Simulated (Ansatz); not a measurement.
Ansatz (a quantum-chemistry and plane-wave program) input (r2SCANh/def2-TZVPD):

Ansatz 0.2 input:
```yaml
crystal:
  periodic: [false, false, false]
  atoms:
    - {symbol: Be, position_ang: [0.00000000, 0.00000000, 0.00000000]}
    - {symbol: F, position_ang: [0.00000000, 0.00000000, 1.43900728]}
    - {symbol: F, position_ang: [-0.00000000, -0.00000000, -1.43900728]}
basis:
  gaussian:
    orbitals: def2-TZVPD
hamiltonian:
  xc: {name: r2SCANh}
total_charge: 1
magnetization: {spin_polarized: true, initial_magnetization: 1}
output: {forces: true}
```

End of the output:

```
mean field: 0.32 GiB planned
mean field evaluation 1: about -5816.3105 eV, gradient 5.6e1 eV
mean field evaluation 2: about -5805.2054 eV, gradient 8.3e1 eV
mean field evaluation 4: about -5824.5031 eV, gradient 7.3e-1 eV
mean field evaluation 8: about -5824.5071 eV, gradient 5.7e-1 eV
mean field evaluation 16: about -5824.5084 eV, gradient 5.3e-5 eV
mean field evaluation 32: about -5823.9720 eV, gradient 2.2e0 eV
mean field -5824.50837212 eV, -214.0467346819 hartree, gradient 1.4e-5 eV, S^2 0.761560; 4 other end points of the search recorded, 0 dependent functions left out
the calculation of the forces begins
reference -5824.50840360 eV, -214.0467358386 hartree; 11, 10 occupied and 91, 92 virtual orbitals, 551 factors
Total energy: -5824.50840360 eV, -214.0467358386 hartree
Atom 0 at     0.000000     0.000000     0.000000 Å, force    -0.000000     0.000000     0.000000 eV/Å
Atom 1 at     0.000000     0.000000     1.439007 Å, force     0.000000    -0.000000    -0.021926 eV/Å
Atom 2 at    -0.000000    -0.000000    -1.439007 Å, force     0.000000    -0.000000     0.021926 eV/Å
Dipole moment:    -0.000000    -0.000000    -0.000000 e Å
```
